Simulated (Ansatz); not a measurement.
Molecule: C2H7Ge, charge 0, multiplicity 2. It need not be the lowest isomer of its formula. 
Structure (B3LYP-D3(BJ)/def2-TZVP (Ansatz, a quantum-chemistry and plane-wave program) minimum search):
```xyz
10

C      1.6609    -0.6067    -0.1865
Ge    -0.0257     0.3575     0.1987
C     -1.5753    -0.7253    -0.3921
H      1.7233    -0.8075    -1.2588
H      1.6855    -1.5548     0.3496
H      2.5224    -0.0100     0.1095
H     -0.0278     1.7205    -0.5550
H     -1.4869    -0.9252    -1.4627
H     -1.5982    -1.6752     0.1409
H     -2.5085    -0.1945    -0.2101
```
Charge 0, spin multiplicity 2.

Basis-set convergence of Hartree-Fock and MP2 correlation energies (hartree) with Ansatz. Cores are frozen in the correlated levels unless marked. Open shells are spin-unrestricted. Spin-orbit coupling is left out. Frozen are the shells of the preceding noble gas and the d and f shells that filled before the atom's block. No relativistic terms.

| basis | functions | E(HF) | E(corr, MP2) |
|---|---|---|---|
| aug-cc-pVDZ | 145 | -2155.12574 | -0.39498 |
| aug-cc-pVTZ | 312 | -2155.22209 | -0.47231 |
| aug-cc-pVQZ | 575 | -2155.22996 | -0.49723 |

Extrapolating the two largest sets (X = 3 and 4) as X^-3: E(corr) = (64·(-0.49723) - 27·(-0.47231))/37 = -0.5154 Eh, an estimate of the basis-set limit. The largest set recovers 96.5 % of it, the smallest 76.6 %.
